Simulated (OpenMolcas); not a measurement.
## Mn V: from CASSCF to CASPT2

```json
{
 "Program": "OpenMolcas 26.06",
 "Basis": "ANO-RCC-VTZP [6s5p3d2f1g]",
 "Scalar Hamiltonian": "DKH2, point nucleus",
 "Active space": "3 electrons in 5 orbitals (3d)",
 "State averaging": "2S+1 = 4 even, 10 roots; 2S+1 = 2 even, 40 roots kept (CI in the orbitals of an earlier block)",
 "Spin-orbit coupling": "state interaction with AMFI integrals over the reference wave functions, term energies averaged over their components"
}
```

Methods on the same reference wave functions:
A. CASSCF
B. SS-CASPT2, IPEA 0.25 Eh, imaginary shift 0.1 Eh (closed shells correlated: 3s 3p)
C. MS-CASPT2, IPEA 0.25 Eh, imaginary shift 0.1 Eh (closed shells correlated: 3s 3p)

Energies in cm-1 above 3d3 4F 3/2, the measured ground level; measured values from Corliss and Sugar, J. Phys. Chem. Ref. Data 6, 1253 (1977).

```csv
Level,A,B,C,Measured
3d3 4F 3/2,0.0,0.0,0.0,0.0
3d3 4F 5/2,371,374,374,359
3d3 4F 7/2,877,881,881,835
3d3 4F 9/2,1504,1506,1506,1412
3d3 4P 1/2,20470,17170,17160,16434
3d3 4P 3/2,20621,17330,17310,16595
3d3 2G 7/2,20932,18340,18340,17892
3d3 4P 5/2,21065,17760,17760,17049
3d3 2G 9/2,21456,18870,18870,18399
3d3 2P 1/2,27669,25160,23740,23082
3d3 2H 9/2,27736,25360,25740,24975
3d3 2H 11/2,28129,25750,26140,25334
3d3 2D 5/2(1),30591,25510,25510,24630
3d3 2F 7/2,47798,41590,41590,40423
3d3 2F 5/2,48027,41820,41820,40707
3d3 2D 5/2(2),74787,65120,65120,62608
3d3 2D 3/2(2),75059,65390,65390,62854
```

Deviations, from unrounded energies. A percentage is the sum of absolute deviations over the sum of measured energies, with the sign that they share, or ± where signs differ.

```csv
Against measurement,Levels,A,B,C
mean absolute deviation (cm-1),16,4600,900,850
fine structure of the ground term (%),3,+5.6,+6.0,+6.0
other terms of the ground configuration (%),13,+18.8,+3.6,+3.5
```

B, C lie about equally close to measurement and A furthest from it. The largest miss of C in the table is 3d3 2D 3/2(2), by +2500 cm-1. The ranking rests on the paired levels alone, and a cruder setting can come out closer through cancelling errors.

Between B and C the level of the table that moves most is 3d3 2P 1/2, by 1400 cm-1 (lowest in C, highest in B). Moves below CASPT2's spread within the term are not significant.

The mean deviations of B to C differ by less than CASPT2's widest spread within a term (860 cm-1), so their order carries little weight.

From A to B the spin-free energies of the other terms of 3d3 shown, above 4F, scale by factors of 0.83 to 0.91, as is usual when dynamic correlation screens the repulsion within a d or f shell.

The lowest spin-free term lies below A's lowest term by 0.326 hartree in B, 0.326 hartree in C.

CASPT2 breaks the degeneracy within a term, and the mean is taken; among the terms shown or strongly mixed into the levels shown the widest spread is 860 cm-1 (3d3 4F, C). Terms from blocks run as CI alone lack orbitals of their own. Without dynamic correlation excited terms often stand tens of per cent too high (terms of higher spin than the ground term too low), and those without a measured partner can miss by more than the paired ones (holds for A). The CASPT2 spread within a term exceeds the gap to the next term for 3d3 2D(1) and 3d3 2P, 3d3 2P and 3d3 2H, so the order of their levels is uncertain, and so are names and mixing where such terms share a J (holds for B). Measured partners are found by configuration, term and J. A level has none where our copy of the source lacks it or the pairing is in doubt (some pairs that miss far off the trend of their configuration count as doubtful), and it then counts in no deviation. Levels of configurations outside the active space are missing. The table leaves out levels that lie high or whose names do not pair safely across all columns.

A number in round brackets counts repeated terms of one configuration in the order of the reference energies.
